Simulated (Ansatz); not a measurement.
Mulliken charges of C₂H₂ClFSn (`C#[C][SnH]([F])[Cl]`) from PBE/def2-TZVPP in Ansatz (PBE0-D4/def2-TZVP geometry).

| atom | x (Å) | y (Å) | z (Å) | charge (e) |
| --- | --- | --- | --- | --- |
| C1 | -0.653 | 0.281 | 2.051 | -0.015 |
| C2 | -0.259 | 0.086 | 0.929 | -0.455 |
| Sn3 | 0.457 | -0.240 | -0.970 | 1.101 |
| F4 | -0.762 | -1.450 | -1.798 | -0.429 |
| Cl5 | 0.283 | 1.707 | -2.185 | -0.328 |
| H6 | -1.010 | 0.453 | 3.041 | 0.210 |
| H7 | 2.004 | -0.903 | -1.114 | -0.085 |

Task: By hand: the dipole of these point charges (1 e Å = 4.8032 D).

Result: Σ q r = (0.482, -0.074, 0.700) e Å, of length 0.853 e Å = 4.10 D.

Task: How does the dipole of the full density compare? (An estimate is asked.)

Result: Computed: (0.329, 0.002, 0.529) e Å, 2.99 D; the point charges give 1.37 times that, at 6° from its direction.

Point charges leave out the atoms' own dipoles, such as those of lone pairs, and Mulliken's split depends on the basis, so the two needn't agree.
